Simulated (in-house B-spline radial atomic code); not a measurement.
**PBE excitations of B⁺**

Method: PBE. Computed with an all-electron radial atomic-structure program (B-spline basis): linear response of the closed shell [He] 2s2 with the functional's adiabatic kernel; non-relativistic, point nucleus, no spin-orbit coupling, no double excitations, S, P, D and F terms only.

Command:
```bash
python run_td.py task.json out
```
Settings (radii: box in bohr, nucleus in fm):
```
Z                        5
electrons                4
configuration            [He] 2s2
hamiltonian              nr
method                   pbe,pbe
box_radius               41.61
intervals                50
```

Cost of the run: 1 thread of Intel(R) Xeon(R) 6975P-C (Granite Rapids), on a shared host.

The lowest states, in the order of their Tamm-Dancoff energies; the method's threshold (minus the highest occupied level) is 19.505 eV. Labels give the largest channel, * marks a mixed state, and oscillator strengths are full-response dipole values. Measured ¹D terms are left out, since they can mix with doubly excited terms. Semilocal kernels can invert the small singlet-triplet splittings of Rydberg terms. Energies in eV:

```
     state  full response  Tamm-Dancoff  oscillator strength  measured (J-weighted term)
2s → 2p 3P          3.423         4.051                    -                       4.631
2s → 2p 1P          8.626         9.174                0.996                       9.100
2s → 3s 3S         14.783        14.792                    -                      16.090
2s → 3s 1S         15.443        15.461                    -                           -
2s → 3p 3P         16.040        16.055                    -                      17.853
2s → 3p 1P         16.307        16.328               0.0646                      17.866
2s → 3d 3D         16.910        16.930                    -                      18.678
2s → 3d 1D              ?             ?                    -                           -
2s → 4s 3S              ?             ?                    -                           -
2s → 4s 1S         17.912        17.915                    -                           -
```

(1) Where does 2s → 3d 1D lie?

(2) Where does 2s → 4s 3S lie?

(3) How large is the singlet-triplet splitting of 2s → 2p (P terms) in Tamm-Dancoff?

(4) What polarisabilities and dispersion coefficient does the method give?

Results:

(1) At 17.138 eV in full response, 17.140 eV in Tamm-Dancoff.

(2) At 17.794 eV in full response, 17.795 eV in Tamm-Dancoff.

(3) 5.12 eV, from the unrounded values.

(4) Dipole 10.64 bohr³, quadrupole 29.42 bohr⁵, C6 28.82 hartree·bohr⁶ for two such species.
